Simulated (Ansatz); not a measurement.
[Se4]2- (Se4²⁻), relaxed as a singlet with RKS PBE0-D4/def2-SVPD in Ansatz, starting from the GFN2-xTB (ALPB water) geometry. Force threshold 0.02 eV/Å.

A multiply charged anion in the gas phase is held together partly by the finite basis. Removing one electron lowers the energy by 1.19 eV at PBE0-D4/def2-TZVPD, so it isn't bound. The highest occupied level of the charge -2 singlet lies above zero (up to 2.61 eV). By energy differences it is unbound by 1.19 eV (vertical, against the charge -1 doublet, at PBE0-D4/def2-TZVPD) and held by the finite basis.

Start:

```
atom   x (Å)   y (Å)   z (Å)
 Se1   2.097   1.384  -2.068
 Se2   0.638   0.751  -0.610
 Se3  -0.679  -0.453   0.668
 Se4  -2.057  -1.682   2.010
```

| step | energy (eV) | largest force component (eV/Å) | SCF passes |
| --- | --- | --- | --- |
| 1 | -261335.5244 | 2.902 | 24 |
| 2 | -261336.8993 | 1.229 | 31 |
| 3 | -261337.1385 | 0.222 | 31 |
| 4 | -261337.1660 | 0.180 | 28 |
| 5 | -261337.1708 | 0.136 | 31 |
| 6 | -261337.1774 | 0.067 | 27 |
| 7 | -261337.1794 | 0.086 | 31 |
| 8 | -261337.2034 | 0.144 | 37 |
| 9 (rejected) | -261337.1951 | 0.572 | 38 |
| 10 | -261337.2410 | 0.339 | 31 |
| 11 | -261337.3242 | 0.417 | 32 |
| 12 | -261337.4707 | 0.504 | 29 |
| 13 | -261337.6961 | 0.907 | 29 |
| 14 | -261337.9094 | 0.976 | 25 |
| 15 | -261338.0944 | 0.415 | 25 |
| 16 | -261338.1651 | 0.220 | 25 |
| 17 | -261338.1740 | 0.064 | 20 |
| 18 | -261338.1766 | 0.019 | 20 |

Force components are those of the run's own axes.

End:

```tsv
atom	x (Å)	y (Å)	z (Å)
Se1	2.266	1.072	-1.262
Se2	-0.063	1.077	-0.874
Se3	-0.954	-1.000	-0.101
Se4	-1.249	-1.149	2.237
```

By distances, no bond broke or formed. The bond that changes most is Se1–Se2, from 2.16 to 2.36 Å (atoms count from 1).

No frequencies were taken in this run, so the end may be a saddle point.

Run time 85 s (4 threads of Arm Neoverse V1 on a shared host).
